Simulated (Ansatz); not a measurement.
```yaml
crystal:
  periodic: [false, false, false]
  atoms:
    - {symbol: C, position_ang: [-2.123586, -0.215672, -0.020271]}
    - {symbol: C, position_ang: [-2.173586, -0.215672, -0.320271]}
    - {symbol: C, position_ang: [-3.017266, -1.481527, -0.356252]}
    - {symbol: C, position_ang: [-0.705465, -0.563368, -0.081630]}
    - {symbol: C, position_ang: [0.194978, 0.643006, 0.129227]}
    - {symbol: C, position_ang: [1.652957, 0.352836, 0.516817]}
    - {symbol: C, position_ang: [2.338563, -0.492117, -0.553747]}
    - {symbol: C, position_ang: [2.380969, 1.689574, 0.634159]}
    - {symbol: C, position_ang: [1.728563, -0.366375, 1.861277]}
    - {symbol: H, position_ang: [-1.850889, 1.550542, -1.562116]}
    - {symbol: H, position_ang: [-3.437664, 0.807775, -1.754330]}
    - {symbol: H, position_ang: [-2.014581, 0.039692, -2.463867]}
    - {symbol: H, position_ang: [-2.512366, 0.393801, 0.528840]}
    - {symbol: H, position_ang: [-2.713348, -2.124539, -1.188738]}
    - {symbol: H, position_ang: [-2.909382, -2.059125, 0.565617]}
    - {symbol: H, position_ang: [-4.077681, -1.250704, -0.487038]}
    - {symbol: H, position_ang: [-0.650466, -1.220358, 0.792992]}
    - {symbol: H, position_ang: [-0.348512, -1.156391, -0.932597]}
    - {symbol: H, position_ang: [0.209175, 1.250783, -0.782422]}
    - {symbol: H, position_ang: [-0.243964, 1.278461, 0.909856]}
    - {symbol: H, position_ang: [3.397842, -0.626912, -0.317519]}
    - {symbol: H, position_ang: [2.273338, -0.011641, -1.534546]}
    - {symbol: H, position_ang: [1.890113, -1.484889, -0.634424]}
    - {symbol: H, position_ang: [1.914613, 2.325067, 1.392659]}
    - {symbol: H, position_ang: [2.361339, 2.231984, -0.315533]}
    - {symbol: H, position_ang: [3.427575, 1.543538, 0.915979]}
    - {symbol: H, position_ang: [1.225396, 0.209957, 2.643316]}
    - {symbol: H, position_ang: [2.770233, -0.502712, 2.165169]}
    - {symbol: H, position_ang: [1.267344, -1.355661, 1.821605]}
basis:
  gaussian: {orbitals: "6-31++G**"}
hamiltonian: {xc: {name: HF}, pseudopotentials: {relativity: none}}
correlation: {method: rpa}
scf: {lower_state_search: full}
```

```sh
$ ansatz run in.yaml --threads 4 --pin off --events-out ev --progress --plain --max-ram 66560MiB --backend cuda --devices 0, --max-vram 37GiB
```

Shortened log:

```
Functional definition: HF
2634 factors; integrals over basis functions are off by at most 1.2e-3 eV
mean field evaluation 1: about -9093.0839 eV, gradient 1.1e2 eV
mean field evaluation 2: about -9093.8186 eV, gradient 1.1e2 eV
mean field evaluation 4: about -9118.3845 eV, gradient 4.1e1 eV
mean field evaluation 8: about -9128.3450 eV, gradient 3.4e0 eV
mean field evaluation 16: about -9128.9055 eV, gradient 1.6e-1 eV
mean field evaluation 64: about -9128.5956 eV, gradient 1.3e-5 eV
a density is far from that of the atoms, so the factors are made again for it
2758 factors; integrals over basis functions are off by at most 1.4e-3 eV
mean field -9128.94539968 eV, -335.4825556168 hartree, gradient 1.9e-6 eV, S^2 0.000000; 5 other end points of the search recorded, 1 dependent functions left out; unrestricted orbitals would lower it
unrestricted determinant -9133.99694281 eV, -335.6681964029 hartree, S^2 2.0986
9 core orbitals not correlated: weight in the atoms' cores, before any rotation towards them, 0.992 or more for the frozen orbitals, at most 0.002 for the correlated occupied ones
reference -9128.94539968 eV, -335.4825556168 hartree; 28, 28 occupied and 253, 253 virtual orbitals, 2758 factors
Total energy: -9173.34659966 eV, -337.1142696197 hartree
```

In this input one atom was put on top of another. The calculation finished and met its thresholds. The result belongs to that input, not to the molecule as meant.
